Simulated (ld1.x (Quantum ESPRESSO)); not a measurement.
Configuration tests for Nb (TM)

ld1.x (Quantum ESPRESSO) 7.5 input, shortened:

```
&input
   title='Nb', zed=41., rel=1, dft='PW91', iswitch=3,
   config='[Kr] 4d4.5 5s0.5 5p0'
 /
 &inputp
   pseudotype=2, tm=.true., lloc=-1, rcloc=2.05,
   nlcc=.true., new_core_ps=.true.
 /
3
5S  1  0   0.50   0.00  3.35  3.35  0.0
5P  2  1   0.00   0.00  3.40  3.40  0.0
4D  3  2   4.50   0.00  2.10  2.10  0.0
 &test
   configts(1)='4d4.5 5s0.5 5p0'
 /
```

Energies are relative to the spin-unpolarised reference configuration 4d4.5 5s0.5 5p0; without spin polarisation the order of configurations can differ from experiment. Not all tests gave a result: 1 of 7 tests not solved or not reliable. Left out of the table: 4d3 5s1 5p1 (solver errors, printed error -2.3 eV).

| valence configuration | charge | ΔE all-electron (eV) | error AE − PS (meV) |
| --- | --- | --- | --- |
| 4d4 5s1 5p0 | 0 | -0.560 | -9.8 |
| 4d4 5s0 5p0 | +1 | 6.126 | -6.1 |
| 4d3 5s0 5p0 | +2 | 20.220 | -121 |
| 4d5 5s0 5p0 | 0 | 0.712 | -8.5 |
| 4d3 5s1 5p0 | +1 | 6.510 | -102 |

Question: What are ΔE and the potential's error for 4d3 5s2 5p0?

Answer: ΔE = -1.081 eV all-electron; the error (AE − PS) is -134 meV.

Note: ghost state, extra bound levels that the all-electron valence spectrum of the same l lacks: s at -33.9 eV. A true bound ghost makes a file unfit for plane-wave use.
